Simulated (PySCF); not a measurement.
Vertical excitation energies

Species: C₂H₄ClFGaN.
SMILES with atom numbers: `[CH3:1][C:2]#[N+:3][Ga@@H-:4]([F:5])[Cl:6]` (hydrogens: H7, H8, H9 on C1; H10 on Ga4)

Method: TDDFT PBE0/def2-SVPD, vertical, gas phase, core orbitals frozen in the response in PySCF 2.14.0, density-fitted response routines. Geometry: PBE0-D3(BJ)/def2-SVP; no solvent, vibrations or thermal averaging. The geometry optimisation had not met its thresholds, so the values belong to a structure short of the stationary point. Relativistic effects, spin–orbit coupling among them, are left out although an element past zinc is present.

**Question.** What does the calculation give for the low-lying excited states?

**Answer.** 

| state | E (eV) | E (kJ/mol) | λ (nm) | f | \|μ\| (D) | main configurations (H = HOMO, L = LUMO) |
| --- | --- | --- | --- | --- | --- | --- |
| S1 | 6.07 | 586 | 204.1 | 0.0016 | 0.26 | H→L (55%), H→L+1 (43%) |
| S2 | 6.10 | 589 | 203.2 | 0.0017 | 0.27 | H→L+1 (56%), H→L (43%) |
| S3 | 6.26 | 604 | 198.0 | 0.0043 | 0.43 | H-1→L (82%), H-1→L+1 (16%) |
| S4 | 6.31 | 609 | 196.5 | 0.018 | 0.87 | H-1→L+1 (81%), H-1→L (16%) |
| S5 | 6.70 | 646 | 185.2 | 0.0023 | 0.30 | H-2→L (82%), H-2→L+1 (16%) |
| S6 | 6.80 | 657 | 182.2 | 0.060 | 1.52 | H-2→L+1 (82%), H-2→L (15%) |

The lowest singlet lies at 6.07 eV (204 nm, ultraviolet) and is very weak; its leading configuration is HOMO→LUMO (55%). The most intense listed level is S6 at 6.80 eV (182 nm, f = 0.060), 0.73 eV above S1. It is the last of those listed, so stronger ones may follow. Löwdin shares by element: HOMO chlorine 76%, gallium 12%, hydrogen 8% or more; LUMO (one of a set within 0.03 eV) carbon 46%, nitrogen 36%, hydrogen 6% or more. Orbital energies (eV): HOMO-3 -9.91, HOMO-2 -8.86, HOMO-1 -8.37, HOMO -8.17, LUMO -1.12, LUMO+1 -1.09, LUMO+2 -0.40. Weighted by f, the mean energy of these states is 6.65 eV. The oscillator strengths of these states sum to 0.088; summed over the whole spectrum of an exact calculation they would give the number of electrons, 80 (Thomas–Reiche–Kuhn). The window holds the lowest 6 singlets.

On Intel Xeon Platinum 8375C at 2.90 GHz, one thread, on a shared host, this took 23 s wall and 0.82 GiB of memory at its peak.
